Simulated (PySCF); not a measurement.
The free ion Fe4+ in its d4 configuration.

Method (PySCF 2.14, density fitting): CASSCF(4,5) with orbitals averaged over all microstates of the shell, strongly contracted NEVPT2 on the averaged canonical orbitals; basis x2c-TZVPall; spin-free X2C; gas phase; spin-orbit coupling by state interaction with the mean-field operator over all roots.

What is the ground state?

5D (S = 2, orbital degeneracy 5), by NEVPT2.

Which is the lowest state of another spin?

3H at 26128 cm⁻¹ by NEVPT2; CASSCF alone puts it at 26569 cm⁻¹ above the same ground state.

What are the magnetic parameters?

The lowest spin-orbit level is 1-fold with J = 0; the next lies at 143.7 cm⁻¹. μeff is 3.30 μB at 300 K and 0.76 μB at 10 K; the free-ion value g_J√(J(J+1)) for the Hund's-rule level J = 0 is 0.00 μB.

The job took 5.9 s on one thread of Arm Neoverse V1 (shared host), with 48 basis functions, launched as `OMP_NUM_THREADS=1 python lf_run.py task.json out`.
